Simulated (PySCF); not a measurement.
B(F)2(OH) (BF₂HO), SMILES OB(F)F. Atoms are numbered in the order given.

```xyz
5

B     -0.0153     0.0161     0.0000
F      1.3040     0.2023     0.0000
F     -0.7972     1.0818     0.0000
O     -0.5693    -1.2131     0.0000
H      0.0703    -1.9325     0.0000
```
Charge 0, spin multiplicity 1.

Geometry optimised at B3LYP-D3(BJ)/def2-TZVP. Other conformers were not sampled.

Calculation: r2SCAN/def2-TZVPD run with PySCF.

Mulliken values depend strongly on the basis, most of all with diffuse functions as here. ESP charges are fitted to the potential on shells at 1.4 to 2.0 van der Waals radii. Atomic charges (e):

```tsv
atom	ESP fit	meta-Löwdin	Mulliken
B1	[?]	0.78	0.67
F2	[?]	-0.32	-0.30
F3	[?]	-0.31	-0.29
O4	[?]	-0.53	-0.39
H5	[?]	0.37	0.31
```

Problem. Complete the blanks. (The exact figures need the calculation; the answer reports its results.)

Solution. 
- B1, ESP fit: 0.79
- F2, ESP fit: -0.32
- F3, ESP fit: -0.26
- O4, ESP fit: -0.63
- H5, ESP fit: 0.41
